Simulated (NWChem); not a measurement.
## Correlation energy of CHO$_{2}$

SMILES: [O]C=O
```xyz
4

O     -1.1753     0.0000    -0.1653
C      0.0000     0.0000     0.2092
O      1.1753     0.0000    -0.1653
H      0.0000     0.0000     1.3892
```
Charge 0, spin multiplicity 2.

Everything below was run with NWChem. All single points use one geometry, from UPBE/def2-SVP, a minimum by its harmonic frequencies.

Basis set: STO-3G. Each correlation energy counts from its own Hartree-Fock reference.

The correlated methods keep 3 core orbitals frozen. The structure started from a generated list of species. The unpaired electrons of the parent sit in orbitals of symmetry a1 (C2v labels of the run); other states weren't searched. No SCF solution was tested for a lower state. Open-shell Hartree-Fock references start from PBE0 orbitals. Coupled-cluster values serve here as a point of comparison, not as the truth.

Task: One of these methods gave a correlation energy of -218.0 mHa. Which?
A. CCSD(T) on ROHF
B. CCSD on ROHF
C. SCS-UMP2
D. CCSD[T] on ROHF

Result: B, CCSD on ROHF. The others give -243.9 (CCSD[T] on ROHF), -239.6 (CCSD(T) on ROHF), -189.9 (SCS-UMP2).
